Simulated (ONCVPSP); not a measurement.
## Which setting gave this result? (tantalum (Ta), ONCV)

Base potential:

ONCVPSP 4.0.1 input, shortened (lines: element, Z, core and valence counts, functional; n l f; lmax; l rc ep ncon nbas qcut; lloc lpopt rc5 dvloc0; l nproj debl; icmod fcfact rcfact), PBE, scalar-relativistic:

```
  Ta 73.00   10    5        4      upf
    1    0    2.00
    2    0    2.00
    2    1    6.00
    3    0    2.00
    3    1    6.00
    3    2   10.00
    4    0    2.00
    4    1    6.00
    4    2   10.00
    4    3   14.00
    5    0    2.00
    5    1    6.00
    5    2    3.00
    6    0    1.50
    6    1    0.50
    3
    0    2.00    0.00    4    8    5.10
    1    1.80    0.00    4    8    7.90
    2    1.95    0.00    4    7    5.80
    3    1.55    0.20    5    8    7.00
    4    2    1.10    2.00
    0    2    2.70
    1    2    1.70
    2    2    2.30
    3    3    0.80
    3    2.50    1.35
```

Cutoffs, loose and tight: the cutoffs (Ha) at which the residual kinetic energy of the hardest occupied pseudo-wave falls to 1 and 0.1 mHa per electron. They do not see the model core or the augmentation charge, which bear on the density cutoff. Test errors are all-electron minus pseudo excitation energies from the reference, over the configurations 5s2 5p6 5d3 6s2 6p0; 5s2 5p6 5d3 6s1 6p0; 5s2 5p6 5d3 6s0 6p0; 5s2 5p6 5d4 6s0 6p0; variants that change the core or the reference have their own tests.

Only the fcfact is moved:

```tsv
fcfact	cutoff, loose	cutoff, tight	bound ghosts	largest test error (meV)	median size of the test errors
1.2	19 Ha	23 Ha	f	-13	1.1 meV
2.2	19 Ha	23 Ha	f	-14	1.6 meV
2.7	19 Ha	23 Ha	f	-15	1.8 meV
3.5	19 Ha	23 Ha	f	-16	2.2 meV
4.1	19 Ha	23 Ha	f	-16	2.4 meV
4.8	19 Ha	23 Ha	f	-17	2.7 meV
5.6	19 Ha	23 Ha	f	-18	2.9 meV
6.4	19 Ha	23 Ha	f	-19	3.2 meV
7.6	19 Ha	23 Ha	f	-20	3.6 meV
```

Problem. One more run gave cutoff, loose: 19 Ha; cutoff, tight: 23 Ha; bound ghosts: f; largest test error (meV): -19; median size of the test errors: 3.4 meV. Which value of the fcfact was used?

Solution. 7. The median size of the test errors moves one way along this sweep, from 1.1 meV at 1.2 to 3.6 meV at 7.6, which places the run between 6.4 and 7.6.
